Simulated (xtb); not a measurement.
In(All)(OH)2 (C₃H₇InO₂), SMILES [CH2]([In]([OH])[OH])C=C. All values are semi-empirical tight-binding results from xtb (GFN2-xTB unless named), good for trends rather than for accurate numbers. The structure is a stationary point at GFN2-xTB. The values are those of a single conformer.

For metal compounds this method's bond lengths and energies can be far off.

Computed properties:
The orbital gap is 2.71 eV and the zero-point energy is 56.7 kcal/mol. The G − E(el) at 298.15 K (modified RRHO) is 33.8 kcal/mol.
